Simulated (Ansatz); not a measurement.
Ansatz (a first-principles code) input (CCSD(T)/def2-SVPD):

Ansatz 0.2 input:
```yaml
crystal:
  periodic: [false, false, false]
  atoms:
    - {symbol: Bi, position_ang: [0.63443525, 0.31680409, 0.18770653]}
    - {symbol: Br, position_ang: [-1.10652668, 1.07210654, -1.46861681]}
    - {symbol: Br, position_ang: [-0.39799120, -1.82338481, 1.02348419]}
basis:
  gaussian:
    orbitals: def2-SVPD
total_charge: 1
magnetization: {spin_polarized: false}
correlation: {method: ccsd_t, electrons: outside_noble_gas}
output: {forces: true}
```

End of the output:

```
integrals: 0.20 GiB planned
1193 factors; integrals over basis functions are off by at most 2.4e-4 eV
mean field: 0.82 GiB planned
mean field evaluation 1: about -145783.4736 eV, gradient 2.9e1 eV
mean field evaluation 2: about -145783.6008 eV, gradient 2.9e1 eV
mean field evaluation 4: about -145786.6487 eV, gradient 1.9e0 eV
mean field evaluation 8: about -145786.6896 eV, gradient 2.4e-1 eV
mean field evaluation 16: about -145783.4732 eV, gradient 2.9e1 eV
mean field -145786.69066937 eV, -5357.5620643313 hartree, gradient 2.6e-6 eV, S^2 0.000000; 0 other end points of the search recorded, 0 dependent functions left out
37 core orbitals not correlated
reference -145786.69066937 eV, -5357.5620643313 hartree; 9, 9 occupied and 68, 68 virtual orbitals, 1193 factors
densities: 0.43 GiB planned
second order -8.70494849 eV of doubles, -0.00000000 eV of singles
coupled cluster: 0.31 GiB planned
cycle   1  -9.08933463 eV  change   -3.8e-1 eV  update   1.1e-1
cycle   2  -9.31368799 eV  change   -2.2e-1 eV  update   3.5e-2
cycle   3  -9.39381599 eV  change   -8.0e-2 eV  update   2.6e-2
cycle   4  -9.38683589 eV  change    7.0e-3 eV  update   9.0e-3
cycle   5  -9.38427807 eV  change    2.6e-3 eV  update   3.6e-3
cycle   6  -9.38485480 eV  change   -5.8e-4 eV  update   1.1e-3
cycle   7  -9.38495138 eV  change   -9.7e-5 eV  update   3.4e-4
cycle   8  -9.38500173 eV  change   -5.0e-5 eV  update   9.3e-5
cycle   9  -9.38499230 eV  change    9.4e-6 eV  update   2.8e-5
cycle  10  -9.38498501 eV  change    7.3e-6 eV  update   1.0e-5
cycle  11  -9.38498808 eV  change   -3.1e-6 eV  update   4.8e-6
cycle  12  -9.38498955 eV  change   -1.5e-6 eV  update   1.9e-6
perturbative correction -0.39529003 eV, -0.0145266405 hartree
the calculation of the forces begins
Total energy: -145796.47094895 eV, -5357.9214829765 hartree
Atom 0 at     0.634435     0.316804     0.187707 Å, force     0.656636     0.327890     0.194275 eV/Å
Atom 1 at    -1.106527     1.072107    -1.468617 Å, force    -0.414239     0.187180    -0.399345 eV/Å
Atom 2 at    -0.397991    -1.823385     1.023484 Å, force    -0.242397    -0.515070     0.205070 eV/Å
Dipole moment:     0.519330     0.259327     0.153651 e Å
```

It need not be the lowest isomer of its formula.
